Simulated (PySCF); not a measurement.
CH4BF3Si, SMILES C(F)(F)(F)[SiH2]B, B3LYP/def2-SVP optimised geometry.

```
10

B     -1.77    -0.66     1.24
Si     0.24    -0.77     1.50
C      1.00     0.20     0.00
F      2.35     0.20     0.00
F      0.61     1.49     0.00
F      0.61    -0.33    -1.18
H     -2.35    -1.49     0.59
H     -2.40     0.25     1.70
H      0.74    -0.10     2.73
H      0.80    -2.15     1.43
```

Density from PySCF with B3LYP/def2-TZVP at that geometry.

Minimum of the electron density along straight lines between bonded atoms, close to the bond critical point (lines longer than 1.1 times the sum of covalent radii, or with two minima, are not listed):

| bond | length / Å | ρ at the minimum / e bohr⁻³ | ∇²ρ there / e bohr⁻⁵ | position (fraction from the first atom) |
|---|---|---|---|---|
| B1–Si2 | 2.025 | 0.113 | -0.08 | 0.61 |
| Si2–C3 | 1.949 | 0.110 | 0.15 | 0.38 |
| C3–F4 | 1.346 | 0.280 | -0.45 | 0.34 |
| C3–F5 | 1.353 | 0.275 | -0.47 | 0.34 |
| C3–F6 | 1.353 | 0.275 | -0.47 | 0.34 |
| B1–H7 | 1.204 | 0.186 | -0.44 | 0.44 |
| B1–H8 | 1.204 | 0.186 | -0.44 | 0.44 |
| Si2–H9 | 1.490 | 0.121 | 0.15 | 0.49 |
| Si2–H10 | 1.490 | 0.121 | 0.15 | 0.49 |
